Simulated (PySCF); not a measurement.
Nd(III) with more and more NH2

Computed with PySCF 2.14.0, PBE0, def2-SVP on the ligands, density fitting, scalar-relativistic core potentials, no spin-orbit coupling, vacuum. The metal has lcecp-1-SVP with ECP49. Each complex is relaxed within the symmetry of its template. Distances are means of the shortest metal–ligand contacts, charges and spins Mulliken's; removal energies are rigid, with the ligand's formal charge and no counterpoise, so too large; for an anion taken off a cation in vacuum most of it is the attraction of opposite charges, and multiply charged cations can part far more cheaply with an electron moved from ligand to metal. lcecp potentials hold a fixed number of 4f electrons in the core, out of states, spins and gaps.

```tsv
complex	point group	M–NH2 (Å)	charge on M (e)	removal of one NH2 (eV)	strongest infrared band, degenerate modes summed (cm⁻¹)	unstable modes (below −25 cm⁻¹)
[Nd(NH2)2]+	C2v	2.124	1.19	16.72	624	0
[Nd(NH2)4]−	S4	2.320	0.66	5.02	447	0
```

(1) What does the calculation give for Nd(NH2)3?

Members with unstable modes aren't minima as they stand: saddle points kept by symmetry or, where the modes are soft, flat surfaces and noise. Moved off a saddle point of the template and relaxed again: [Nd(NH2)2]+, Nd(NH2)3, [Nd(NH2)4]−. One start shape was tried for each, so a minimum needn't be the lowest isomer.

Results:

(1) point group: D3h, M–NH2 (Å): 2.233, charge on M (e): 0.91, removal of one NH2 (eV): 10.26, strongest infrared band, degenerate modes summed (cm⁻¹): 524, unstable modes (below −25 cm⁻¹): 0 (lowest -19 cm⁻¹, within noise).
```xyz
10

Nd   -0.0033    0.0000    0.0000
N     2.2305   -0.0013    0.0004
H     2.8500   -0.8085    0.0905
H     2.8510    0.8052   -0.0895
N    -1.1157    1.9239   -0.2208
H    -2.1278    2.0613   -0.2327
H    -0.7165    2.8579   -0.3288
N    -1.1180   -1.9226    0.2204
H    -0.7199   -2.8570    0.3285
H    -2.1303   -2.0588    0.2319
```
